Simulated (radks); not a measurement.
Results of a calculation; reference values are marked as such.
Hg II, configuration [Xe] 4f14 5d10 6s1. Code: a radial shooting solver on a logarithmic mesh with Libxc functionals. Model: scalar-relativistic Kohn-Sham, exchange-only LDA, spin-polarised, spherical densities, point nucleus; open shells are filled with parallel spins first (spin-orbit coupling, left out, can overturn this in heavy ions).

Radial electron density D(r) = 4 pi r^2 rho(r):

r (bohr),D(r) (e/bohr),spin D(r)
0.002827,44.36,0.00294
0.003291,52.65,0.00342
0.003831,61.74,0.00391
0.00446,71.38,0.00437
0.005151,80.68,0.00474
0.005997,90.17,0.00500
0.006981,98.66,0.00505
0.008127,105.4,0.00483
0.009461,109.8,0.00426
0.01093,111.3,0.00342
0.01272,110.0,0.00226
0.01481,106.4,0.00100
0.01724,102.0,-0.0000288
0.02007,98.88,-0.000417
0.02318,99.21,0.000187
0.02698,104.8,0.00206
0.03141,115.8,0.00497
0.03657,130.2,0.00799
0.04257,143.5,0.00955
0.04916,150.2,0.00820
0.05724,147.9,0.00318
0.06663,137.0,-0.00401
0.07757,123.9,-0.00938
0.0903,117.3,-0.00845
0.1051,122.1,-0.0000110
0.1214,133.1,0.0104
0.1413,140.3,0.0154
0.1645,132.3,0.00985
0.1916,109.9,0.000483
0.223,86.78,0.000745
0.2575,77.49,0.0127
0.2998,82.82,0.0224
0.349,91.31,0.0117
0.4063,88.76,-0.00928
0.473,72.53,-0.00481
0.5463,52.46,0.0374
0.636,35.86,0.0850
0.7404,27.20,0.0742
0.8619,23.48,-0.00789
1.003,20.54,-0.0903
1.159,16.86,-0.0787
1.349,12.44,0.0651
1.571,8.451,0.288
1.828,5.409,0.484
2.129,3.293,0.568
2.478,1.892,0.522
2.862,1.039,0.398
3.332,0.4962,0.245
3.878,0.2056,0.122
4.515,0.07142,0.0488
5.256,0.02009,0.0152
6.07,0.004804,0.00391
7.067,0.0008012,0.000692

D(r) has 4 maxima, at r = 0.0110, 0.0512, 0.142, 0.366 bohr, and minima at 0.0214, 0.0918, 0.262 bohr, inside which lie 1.88, 11.04, 30.10 electrons.
